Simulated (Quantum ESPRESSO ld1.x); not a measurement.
Valence configurations of Gd2+ (all share [Xe]). Method: non-relativistic Kohn-Sham, LDA (Slater exchange, Perdew-Zunger correlation), spin-unpolarised, spherical densities, point nucleus; relativity is left out, which matters for an element this heavy; computed with ld1.x of Quantum ESPRESSO 7.5. Energies are relative to 4f7 5d1; eigenvalues in eV.

valence	E (eV)	e(4f)	e(5d)	e(6p)	e(6s)
4f8	-8.232	-19.962	-	-	-
4f7 5d1	0.000	-26.692	-15.861	-	-
4f7 5d0.5 6s0.5	0.911	-28.259	-16.976	-	-14.991
4f7 6p1	5.833	-30.820	-	-12.363	-
4f6 5d2	13.717	-34.193	-17.462	-	-
4f6 5d1 6s1	16.709	-37.522	-19.768	-	-16.320
4f6 5d1 6p1	20.732	-38.461	-20.530	-12.803	-
4f5 5d3	33.692	-42.314	-18.992	-	-
4f5 5d1 6p2	51.796	-51.205	-25.320	-14.544	-
4f5 6s2 6p1	53.936	-54.048	-	-15.035	-19.767

NIST lists [Xe] 4f7 5d1 as the ground configuration; this level of theory puts 4f8 lower, by 8.232 eV. The energies are those of spherical spin-averaged densities, not of single terms. Relativity is left out, which favours d and f over s occupation in heavy atoms.
